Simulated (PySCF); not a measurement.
H₉Si₄ (SMILES [SiH3][SiH][SiH2][SiH3]), doublet, geometry from GFN2-xTB. Base run: PySCF with DF-M062X/pcseg-1.

Input for PySCF:
```python
from pyscf import gto, scf, dft

mol = gto.M(
    atom='''
Si    2.10288089    1.55719553   -0.11006786
Si    1.30728363   -0.58975912   -0.25081520
Si   -0.80060273   -1.31732844    0.33452500
Si   -2.50338092    0.19889281   -0.03058452
H     3.29785080    1.73855812   -0.94212433
H     2.47307820    2.06553323    1.21946439
H     1.07494532    2.47420315   -0.61499304
H     2.34335668   -1.53978860    0.21473441
H    -1.07562296   -2.54906831   -0.43306047
H    -0.89654999   -1.79639903    1.73096861
H    -3.82095604   -0.25713727    0.41463498
H    -2.24713462    1.46425884    0.66136842
H    -2.63549988    0.51382883   -1.45379673
''',
    basis='pcseg-1',
    spin=1,
    verbose=4,
)

mf = dft.UKS(mol)
mf.xc = 'm062x'
mf = mf.density_fit(auxbasis='def2-universal-jkfit')
mf.kernel()
```

Each row names what was changed in the base input (with any setting that the change needs).

```json
[
 {"change": "base", "ΔE vs base (mEh)": "0.000", "grid points": "164992", "electrons on the grid": "64.99998"},
 {"change": "grids.atom_grid = (50, 194)", "ΔE vs base (mEh)": "-1.935", "grid points": "85736", "electrons on the grid": "64.99995"},
 {"change": "grids.atom_grid = (150, 974)", "ΔE vs base (mEh)": "0.006", "grid points": "1049224", "electrons on the grid": "65.00000"},
 {"change": "grids.atom_grid = (30, 110)", "ΔE vs base (mEh)": "12.685", "grid points": "32088", "electrons on the grid": "65.00024"},
 {"change": "grids.level = 5", "ΔE vs base (mEh)": "0.006", "grid points": "386072", "electrons on the grid": "65.00000"},
 {"change": "grids.prune = dft.gen_grid.treutler_prune", "ΔE vs base (mEh)": "-0.001", "grid points": "147712", "electrons on the grid": "65.00000"},
 {"change": "grids.prune = off", "ΔE vs base (mEh)": "-0.004", "grid points": "274784", "electrons on the grid": "65.00000"},
 {"change": "grids.radi_method = delley", "ΔE vs base (mEh)": "0.172", "grid points": "175336", "electrons on the grid": "64.99999"},
 {"change": "grids.level = 0", "ΔE vs base (mEh)": "337.3", "grid points": "12080", "electrons on the grid": "65.00362"},
 {"change": "small_rho_cutoff = 0", "ΔE vs base (mEh)": "0.000", "grid points": "164992", "electrons on the grid": "64.99998"},
 {"change": "grids.becke_scheme = stratmann", "ΔE vs base (mEh)": "0.000", "grid points": "164992", "electrons on the grid": "64.99998"}
]
```

Open shells are given as the SCF converged; they aren't shown to be the lowest states, and a large step between rows can be another state.
